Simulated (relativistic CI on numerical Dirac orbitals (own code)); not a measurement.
Radial parameters of Pt XXVIII

These numbers are calculated, not measured: Dirac-Coulomb-Breit CI, orbitals from a KLI potential per configuration, model QED (radiative potential, 1s self-energy scaled to tabulated hydrogen-like ionisation energies), unscaled Slater integrals (own radial code, finite nucleus).

Slater integrals F^k, G^k are unscaled and averaged over j, outside the closed core [Ar] 3d10 4p6 4d10; ζ comes from projecting the Hamiltonian with its Breit term on Σ l·s of the shell.

- 4s²4f⁵: F^2(4f,4f) = 249490, F^4(4f,4f) = 162210, F^6(4f,4f) = 118480, ζ(4f) = 10639 cm⁻¹; <r>(4f) = 0.4177, <r^2>(4f) = 0.2007 (bohr units).
- 4s²4f⁴5s: F^2(4f,4f) = 252110, F^4(4f,4f) = 164010, F^6(4f,4f) = 119830, ζ(4f) = 10901, G^3(4f,5s) = 35308 cm⁻¹; <r>(4f) = 0.4141, <r^2>(4f) = 0.1971, <r>(5s) = 0.7473, <r^2>(5s) = 0.6222 (bohr units).
- 4s²4f³5s²: F^2(4f,4f) = 254960, F^4(4f,4f) = 165990, F^6(4f,4f) = 121320, ζ(4f) = 11165 cm⁻¹; <r>(4f) = 0.4102, <r^2>(4f) = 0.1932 (bohr units).

Averages of the first 8 configurations, taken without configuration mixing, which lowers the lowest level and can move excited configurations by several eV; other configurations of the list can lie among them:

```
Configuration  Parity  States  Average energy above the lowest level (eV)
       4s²4f⁵     odd    2002                                        22.5
     4s²4f⁴5s    even    2002                                       151.6
    4s²4f³5s²     odd     364                                       291.5
     4s²4f⁴5p     odd    6006                                       222.0
   4s²4f³5s5p    even    4368                                       358.9
    4s²4f³5p²     odd    5460                                       432.2
        4s4f⁶    even    6006                                       693.4
     4s²4f⁴6s    even    2002                                       451.2
```
